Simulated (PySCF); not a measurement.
One of the candidates below gave these computed data.

All candidates are C5H11NSi.

* 1H NMR: chemical shifts (computed TMS as zero) by class: 4.60 (3 H), 3.63 (2 H), 2.70 (3 H), 2.03 (3 H) ppm [GIAO PBE0/pcSseg-1]
* Rotational structure: rotational constants A, B, C: 3.606, 1.065, 0.978 GHz [GFN2-xTB]
* NMR, other nuclei: isotropic shieldings of nuclei other than C and H, by class: 245 (1 N), 396 (1 Si) ppm [GIAO PBE0/pcSseg-1]
* 13C NMR: chemical shifts (computed TMS as zero) by class: 86.5 (1 C), 83.4 (1 C), 45.9 (1 C), 39.5 (1 C), 4.7 (1 C) ppm [GIAO PBE0/pcSseg-1]
* Dipole: 1.16 D [PBE0/pcSseg-1]

The electronic properties come from PySCF, for the isolated species, density fitting. Levels stand in brackets. Geometry: GFN2-xTB, one conformer, isolated molecule. NMR values are class means; diastereotopic atoms form classes of their own.

Question: Which candidate is it?
A. `CC#CCN(C)[SiH3]`
B. `C=C[Si@@H](N)C1CC1`
C. `CC1=C[C@H](C)N[SiH2]1`
D. `CC#C[SiH2]N(C)C`
E. `CC1=C[C@@H]([SiH3])NC1`

Answer: A. It is `CC#CCN(C)[SiH3]`. Numbering: `[CH3:1][C:2]#[C:3][CH2:4][N:5]([CH3:6])[SiH3:7]`. Its formula, C5H11NSi, gives 2 degrees of unsaturation: 0 rings and 2 π bonds in the structure found. 5 carbons fall into 5 classes; from least to most shielded: alkyne carbon [C2] (86.5 ppm), alkyne carbon [C3] (83.4 ppm), sp3 carbon bound to nitrogen [C4] (45.9 ppm), N-methyl carbon [C6] (39.5 ppm), propargylic carbon [C1] (4.7 ppm). Hydrogen classes from least to most shielded: 3 H on an SiH3 silicon, Si7 (4.60 ppm), 2 H on an sp3 carbon bound to nitrogen, C4 (3.63 ppm), 3 H on an N-methyl carbon, C6 (2.70 ppm, a mean of values up to 0.7 ppm apart in this geometry), 3 H on a propargylic carbon, C1 (2.03 ppm). The other shieldings belong to: 245 ppm, silicon-bound nitrogen [N5]; 396 ppm, SiH3 silicon [Si7]. The optimised geometry has point group C1 and is an asymmetric top.

The others, at the same levels:
- `CC1=C[C@H](C)N[SiH2]1` fails: its computed 13C shifts are 155.0 (1 C), 141.6 (1 C), 64.0 (1 C), 28.3 (1 C), 21.4 (1 C) ppm, 1H shifts are 6.68 (1 H), 5.48 (1 H), 5.34 (1 H), 4.32 (1 H), 2.13 (3 H), 1.07 (3 H), -0.09 (1 H) ppm and rotational constant A is 3.252 GHz (against 3.606 GHz).
- `C=C[Si@@H](N)C1CC1` fails: its computed 13C shifts are 142.7 (1 C), 141.1 (1 C), 4.4 (1 C), 1.2 (1 C), -1.6 (1 C) ppm, 1H shifts are 6.52 (1 H), 6.40 (1 H), 6.01 (1 H), 5.36 (1 H), 0.61 (1 H), 0.58 (1 H), 0.45 (1 H), 0.24 (2 H), 0.08 (1 H), -0.34 (1 H) ppm and rotational constant A is 3.020 GHz (against 3.606 GHz).
- `CC#C[SiH2]N(C)C` fails: it has 4 carbon classes against 5; its computed 13C shifts are 112.5 (1 C), 84.2 (1 C), 40.7 (2 C), 6.0 (1 C) ppm, 1H shifts are 4.90 (2 H), 2.66 (6 H), 2.10 (3 H) ppm and rotational constant A is 4.792 GHz (against 3.606 GHz).
- `CC1=C[C@@H]([SiH3])NC1` fails: its computed 13C shifts are 145.7 (1 C), 134.5 (1 C), 61.8 (1 C), 58.1 (1 C), 16.8 (1 C) ppm, 1H shifts are 5.85 (1 H), 3.90 (1 H), 3.80 (1 H), 3.76 (3 H), 3.61 (1 H), 1.92 (3 H), 1.38 (1 H) ppm and rotational constant A is 4.198 GHz (against 3.606 GHz).

Each candidate is one conformer, not necessarily the lowest. The conformers computed, where there is a choice (atom-mapped SMILES and torsion angles):
- `[CH3:1][C:2]#[C:3][CH2:4][N:5]([CH3:6])[SiH3:7]`: C3–C4–N5–C6 71°
- `[CH2:1]=[CH:2][Si@@H:3]([NH2:4])[CH:5]1[CH2:6][CH2:7]1`: C1–C2–Si3–N4 -9°, C2–Si3–C5–C6 56°, H–N4–Si3–C2 166°, H–N4–Si3–C2 -57°
- `[CH3:1][C:2]#[C:3][SiH2:4][N:5]([CH3:6])[CH3:7]`: C3–Si4–N5–C6 43°

The conformers of `CC1=C[C@H](C)N[SiH2]1` and `CC1=C[C@@H]([SiH3])NC1` aren't listed.
